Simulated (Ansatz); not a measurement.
Stretching the Ga1–H2 bond in CH5GaO (SMILES [CH3][GaH][OH]) (multiplicity 1 held, fragments rigid). Energies count from the point at 1.570 Å.
Geometry at that point (charge 0, multiplicity 1):
```
atom    x (Å)    y (Å)    z (Å)
----  -------  -------  -------
Ga    -0.2039  -0.2009  -0.1879
H     -1.1241  -1.1816  -0.9986
C      0.2337   1.6848  -0.5235
H      0.7101   1.7996  -1.4987
H      0.9079   2.0550   0.2475
H     -0.6724   2.2933  -0.5268
O      0.5892  -0.8806   1.2853
H      0.3833  -1.8034   1.4613
```

R- and RO- levels are restricted; in cc, def2 and unpolarised 6-31G sets they are followed outwards from rest. U- levels take the lowest unrestricted solution at each point, which mixes spins at long bonds. Active spaces are followed from a long bond inwards. Levels need not reach the same state.

Correlated levels freeze the cores. Filled d and f shells under p-block atoms count as core.

Run with Ansatz (a quantum-chemistry and plane-wave program). 

Energies in eV.

| R (Å) | R-HF/cc-pVDZ | R-MP2/cc-pVDZ | U-MP2/cc-pVDZ | U-CCSD(T)/cc-pVDZ | FIC-MRCISD+Q on CASSCF(2,2)/cc-pVDZ |
|---|---|---|---|---|---|
| 1.256 | 1.20 | 1.22 | 1.22 | 1.24 | 1.23 |
| 1.413 | 0.24 | 0.26 | 0.26 | 0.27 | 0.26 |
| 1.570 | 0.00 | 0.00 | 0.00 | 0.00 | 0.00 |
| 1.727 | 0.14 | 0.12 | 0.12 | 0.11 | 0.11 |
| 1.884 | 0.49 | 0.44 | 0.44 | 0.41 | 0.41 |
| 2.120 | 1.17 | 1.08 | 1.08 | 1.00 | 1.01 |
| 2.355 | 1.91 | 1.76 | 1.93 | 1.61 | 1.61 |
| 2.748 | 3.06 | 2.79 | 2.84 | 2.49 | 2.45 |
| 3.141 | 4.04 | 3.61 | 3.16 | 3.09 | 2.99 |
| 3.612 | 4.99 | 4.30 | 3.28 | 3.38 | 3.32 |
| 4.240 | 5.95 | 4.78 | 3.33 | 3.45 | 3.46 |
| 5.025 | 6.74 | 4.78 | 3.34 | 3.46 | 3.50 |

Doubts at one or more of the structures used: a restricted determinant that unrestricted orbitals would lower (R-HF/cc-pVDZ, R-MP2/cc-pVDZ); a spin-contaminated determinant (U-MP2/cc-pVDZ, U-CCSD(T)/cc-pVDZ); T1 above 0.05 (U-CCSD(T)/cc-pVDZ).
